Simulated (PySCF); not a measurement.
**Spin-rotation constants: `CC[P@+]1([AlH3-])CC[C@H]1C(F)(F)F`, C6H13AlF3P**

Cartesian coordinates in Å; atom numbers follow the order of the lines, from 1:
```xyz
24

C    -2.357   -1.463   -0.228
C    -2.103   -0.127    0.456
P    -0.409    0.608    0.341
Al    0.792    2.839    0.073
C     0.174    0.203   -1.372
C     0.941   -1.048   -0.910
C     0.753   -0.857    0.604
C     1.970   -0.293    1.279
F     1.760   -0.058    2.578
F     2.331    0.891    0.730
F     3.053   -1.082    1.200
H    -2.181   -1.404   -1.298
H    -3.396   -1.749   -0.076
H    -1.730   -2.247    0.187
H    -2.318   -0.201    1.527
H    -2.765    0.643    0.046
H     2.044    2.913   -0.864
H     0.908    3.118    1.601
H    -0.575    3.056   -0.721
H     0.824    1.005   -1.738
H    -0.605    0.030   -2.112
H     0.476   -1.971   -1.254
H     1.989   -1.062   -1.214
H     0.415   -1.724    1.173
```

Method: PySCF 2.14.0, GIAO HF/pcSseg-1 magnetisability, rotational g tensor and spin-rotation constants, non-relativistic, gas phase. Geometry: GFN2-xTB.

(1) Give the nuclear spin-rotation constants along the inertial axes (H = +C I·J) beside the isotropic shieldings.

Answers

(1) Rotational constants 1.0115, 0.7154, 0.5516 GHz. A star marks the isotopologue with that one atom substituted, in its own axes.
```
atom  isotope  Caa (kHz)  Cbb (kHz)  Ccc (kHz)  mean (kHz)  σ (ppm)
  P3      31P      1.458      0.956      0.833       1.083    380.5
 Al4     27Al      0.580      0.399      0.233       0.404    463.9
  F9      19F      1.357      0.686      0.402       0.815    294.6
 F10      19F      1.405      0.532      0.579       0.839    285.5
 F11      19F      1.050      0.665      0.595       0.770    293.7
 H12       1H     -0.100     -0.079      0.001      -0.059     30.6
 H13       1H     -0.011     -0.074     -0.048      -0.044     30.3
 H14       1H     -0.064     -0.022     -0.066      -0.051     30.9
 H15       1H     -0.103     -0.079      0.003      -0.060     30.3
 H16       1H     -0.045     -0.034     -0.063      -0.047     30.3
 H17       1H     -0.052     -0.046     -0.006      -0.035     28.1
 H18       1H     -0.056     -0.049      0.001      -0.034     27.9
 H19       1H      0.010     -0.038     -0.045      -0.025     28.1
 H20       1H     -0.090     -0.024     -0.034      -0.049     29.2
 H21       1H      0.008     -0.090     -0.046      -0.043     30.1
 H22       1H     -0.064     -0.019     -0.055      -0.046     29.6
 H23       1H     -0.023     -0.086     -0.024      -0.045     29.5
 H24       1H     -0.116      0.003     -0.053      -0.055     29.9
  C1     13C*      0.120      0.081      0.065       0.089    183.8
  C2     13C*      0.134      0.086      0.063       0.094    180.2
  C5     13C*      0.126      0.087      0.072       0.095    178.9
  C6     13C*      0.136      0.096      0.070       0.101    173.9
  C7     13C*      0.146      0.113      0.079       0.113    163.6
  C8     13C*      0.265      0.205      0.159       0.209     73.4
```
For the geometry as given, no vibrational averaging.
